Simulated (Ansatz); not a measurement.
Reaction (isomerisation): `CC#[C][GeH2][OH]` → `[CH3][GeH]1[CH]=[C]1O`

Isolated molecules relaxed with PBE0-D4/def2-TZVP in Ansatz; ΔE leaves out vibrations. CBS: MP2 limit from def2 TZ/QZ plus the TZ coupled-cluster correction, frozen cores. DFT in def2-TZVPP. For Ge outer-core shells are correlated without core-valence functions, which leaves a few kJ/mol of doubt a bond. Scalar relativity is left out up to krypton. One conformer a species, not always the lowest.

```json
{"species": "`CC#[C][GeH2][OH]`", "B2PLYP energy (Eh)": "-2269.67936"}
{"species": "`[CH3][GeH]1[CH]=[C]1O`", "B2PLYP energy (Eh)": "-2269.62636"}
```

**Question.** Work out ΔE.

**Answer.** ΔE = (-2269.62636) − (-2269.67936) = 0.05300 Eh = +139.2 kJ/mol. CCSD(T)/CBS gives +129.3 kJ/mol.

Largest T1 diagnostic among the species: 0.012.

From PBE to PBE0 (25 % exact exchange), in def2-TZVPP and without D4, ΔE moves by +6.9 kJ/mol. In def2-TZVPP, CCSD(T) changes the Hartree–Fock value by −42.1 kJ/mol (the triples alone add −6.7 kJ/mol) and MP2 by −37.9 kJ/mol. The D4 term adds −3.3 kJ/mol with B3LYP and −1.7 kJ/mol with PBE0; it sums over pairs of atoms, weighted by their polarisabilities, and B3LYP, whose exchange is more repulsive, gets the larger term.

B3LYP here is the variant with VWN-RPA as its local correlation; programs differ in this.
